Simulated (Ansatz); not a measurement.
Computed with Ansatz on PBE0-D4/def2-TZVP structures; ΔE is electronic, products minus reactants. CBS: MP2 limit from def2 TZ/QZ plus the TZ coupled-cluster correction, frozen cores. This one scheme is used for every species. Functionals use def2-TZVPP. B3LYP here is the variant with VWN-RPA as its local correlation; programs differ in this. Each species was taken in one conformer, which may not be the lowest.

Reaction (ligand exchange at the Al–S bond): `[CH3][AlH][S][SiH3]` + `[NH2][AlH2]` → `[CH3][AlH][NH][AlH2]` + `[SiH3]S`

| level | ΔE (eV) |
| --- | --- |
| B3LYP-D4 | 0.30 |
| ωB97X-V | 0.31 |
| ωB97M-V | 0.31 |
| PBE | 0.34 |
| r2SCAN | 0.33 |
| PBE0 | 0.35 |
| MP2/def2-TZVPP | 0.31 |
| SCS-MP2/def2-TZVPP | 0.27 |

(1) What does CCSD(T)/CBS give? (Best estimate.)

Largest T1 diagnostic among the species: 0.011.

Answers

(1) The calculation gave: +0.32 eV. The listed levels differ from it by -0.02, -0.01, -0.01, 0.02, 0.01, 0.03, -0.01, -0.05 eV.

The D4 term adds +0.04 eV with B3LYP and +0.02 eV with PBE0; it sums over pairs of atoms, weighted by their polarisabilities, and B3LYP, whose exchange is more repulsive, gets the larger term.
